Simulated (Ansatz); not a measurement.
A series at Ge: from GeH₄, ligands are replaced one by one, each step taking up HCl and setting free H₂; n counts the steps. Ansatz, PBE0-D4/def2-TZVP geometries.

| n | molecule | HOMO energy, ωB97M-V/def2-TZVPP (eV) |
| --- | --- | --- |
| 0 | GeH₄ | -11.91 |
| 1 | `[Cl][GeH3]` | ? |
| 2 | `[Cl][GeH2][Cl]` | -11.24 |
| 3 | `[Cl][GeH]([Cl])[Cl]` | -11.64 |
| 4 | `[Cl][Ge]([Cl])([Cl])[Cl]` | -11.92 |

**Question.** By hand: fit a straight line y = ȳ + b (n − n̄) to the 4 given rows and predict n = 1.

**Answer.** n̄ = 2.250, ȳ = -11.678; Σ(n − n̄)(y − ȳ) = 0.018, Σ(n − n̄)² = 8.750, so b = 0.002 eV a step. Prediction: -11.678 + (0.002) × (-1.250) = -11.68 eV.

**Question.** By hand: compare with the computed value, -11.02 eV, and give the steps along the whole series.

**Answer.** The line misses by 0.66 eV (computed minus predicted). Steps: 0.89, -0.22, -0.40, -0.28 eV.

The steps change sign along the series, so a line is a poor guide. The highest orbital can change its character along such a series. The miss is 73.3 % of the series' range.
